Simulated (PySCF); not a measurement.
**Radial density of Sm (samarium, neutral)**

revPBE, [Xe] 4f6 6s1 6p1, one real determinant (an excited configuration). Computed with PySCF 2.14 in cc-pVDZ-X2C, with scalar relativity by spin-free X2C-1e.

```
r (bohr)  4πr²ρ (e/bohr)  4πr²(ρα − ρβ)
  0.0181           81.84         0.0041
  0.0304           71.86         0.0070
  0.0511           95.58         0.0170
  0.0859           102.1         0.0138
   0.144           82.95         0.1640
   0.243           83.08         1.2020
   0.409           38.00         4.4883
   0.688           36.76         6.1518
    1.16           12.10         3.4066
    1.95           4.542         0.6295
    3.27          0.7278         0.4777
    5.50          0.3621         0.3601
    9.26         0.03794         0.0379
    15.6       2.982e-05         0.0000
```

Densities and radii are taken from the X2C orbitals without a picture-change correction, which distorts them close to the nucleus.

⟨L²⟩ = 14.02 against 20 for a pure G term, so this real determinant mixes terms. Spin-orbit coupling, absent here, splits the open shell strongly.
